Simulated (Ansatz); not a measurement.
`[NH2][InH2]` and `C[NH][InH2]` differ in one atom or group.

Ansatz, PBE0-D4/def2-TZVP geometries, multiplicity 1. 

Elements past krypton have def2 core potentials.

```
                                                                                  property  `[NH2][InH2]`
                                                       HOMO–LUMO gap (PBE/def2-TZVPP) / eV           3.90
                                        size of the dipole moment (ωB97M-V/def2-TZVPP) / D           0.38
                                                        LUMO energy (PBE0/def2-TZVPP) / eV          -1.08
                                                      HOMO–LUMO gap (PBE0/def2-TZVPP) / eV           5.86
ideal-gas entropy at 298 K and 1 bar (rigid rotor, harmonic PBE0-D4/def2-TZVP) / J/(mol·K)            281
                                                         HOMO energy (PBE/def2-TZVPP) / eV          -5.67
```

Question: Give the same properties after the change, and the shifts. (Estimate.)

Answer: The calculation gave: 
| property | `C[NH][InH2]` | shift |
| --- | --- | --- |
| HOMO–LUMO gap (PBE/def2-TZVPP) / eV | 3.34 | -0.56 |
| size of the dipole moment (ωB97M-V/def2-TZVPP) / D | 0.36 | -0.02 |
| LUMO energy (PBE0/def2-TZVPP) / eV | -1.11 | -0.03 |
| HOMO–LUMO gap (PBE0/def2-TZVPP) / eV | 5.20 | -0.66 |
| ideal-gas entropy at 298 K and 1 bar (rigid rotor, harmonic PBE0-D4/def2-TZVP) / J/(mol·K) | 318 | 37 |
| HOMO energy (PBE/def2-TZVPP) / eV | -5.13 | 0.54 |

The zero-point energy changes by 76.0 kJ/mol with +9 modes. Dipoles are sizes alone; their direction can turn.
